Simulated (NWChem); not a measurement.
System meant: C$_{3}$H$_{5}$BO$_{2}$; SMILES OB1CC=CO1

Here is an NWChem input.

```
start job
memory heap 200 mb stack 700 mb global 900 mb
geometry units angstroms noautoz
  O     -0.055833     2.121714     0.000000
  B      0.020158     0.762246     0.000000
  C      1.255394    -0.249722     0.000000
  C      0.500486    -1.559256     0.000000
  C     -0.825896    -1.307687     0.000000
  O     -1.172153     0.035165     0.000000
  H      0.824929     2.532530     0.000000
  H      1.918834    -0.132281     0.886871
  H      1.918834    -0.132281    -0.886871
  H      0.945578    -2.563405     0.000000
  H     -1.674045    -2.006928     0.000000
end
basis spherical
  O library def2-svp
  B library def2-svp
  C library def2-svp
  H library def2-svp
end
dft
  odft
  mult 2
  xc xpbe96 cpbe96
  iterations 150
  mulliken
end
task dft energy
```

End of the output:

```
 Summary of "ao basis" -> "" (spherical)
 ------------------------------------------------------------------------------
       Tag                 Description            Shells   Functions and Types
 ---------------- ------------------------------  ------  ---------------------
 O                          def2-svp                 6       14   3s2p1d
 B                          def2-svp                 6       14   3s2p1d
 C                          def2-svp                 6       14   3s2p1d
 H                          def2-svp                 3        5   2s1p

  pbe96 is a nonlocal functional; adding pw91lda local functional.

                                 NWChem DFT Module
                                 -----------------

 Summary of "ao basis" -> "ao basis" (spherical)
 ------------------------------------------------------------------------------
       Tag                 Description            Shells   Functions and Types
 ---------------- ------------------------------  ------  ---------------------
 O                          def2-svp                 6       14   3s2p1d
 B                          def2-svp                 6       14   3s2p1d
 C                          def2-svp                 6       14   3s2p1d
 H                          def2-svp                 3        5   2s1p

      Symmetry analysis of basis
      --------------------------

        a'         77
        a"         32

  number of electrons :                   44
  multiplicity        :                    2
 ------------------------------------------------------------------------
  no. of electrons and multiplicity not compatible                  44
 ------------------------------------------------------------------------
 ------------------------------------------------------------------------
  current input line :
    29: task dft energy
 ------------------------------------------------------------------------
 ------------------------------------------------------------------------
 There is an error in the input file
 ------------------------------------------------------------------------
 For more information see the NWChem manual at https://nwchemgit.github.io

0: no. of electrons and multiplicity not compatible:Received an Error in Communication
```

What is wrong, and how is it mended?

The program refused the input. Cause: the multiplicity doesn't fit the number of electrons (an even count wants an odd multiplicity, and the reverse). This input runs:
```
start job
memory heap 200 mb stack 700 mb global 900 mb
geometry units angstroms noautoz
  O     -0.055833     2.121714     0.000000
  B      0.020158     0.762246     0.000000
  C      1.255394    -0.249722     0.000000
  C      0.500486    -1.559256     0.000000
  C     -0.825896    -1.307687     0.000000
  O     -1.172153     0.035165     0.000000
  H      0.824929     2.532530     0.000000
  H      1.918834    -0.132281     0.886871
  H      1.918834    -0.132281    -0.886871
  H      0.945578    -2.563405     0.000000
  H     -1.674045    -2.006928     0.000000
end
basis spherical
  * library def2-svp
end
dft
  xc xpbe96 cpbe96
  iterations 150
  mulliken
end
task dft energy
```
It converges to -292.14094 Ha (PBE/def2-SVP).
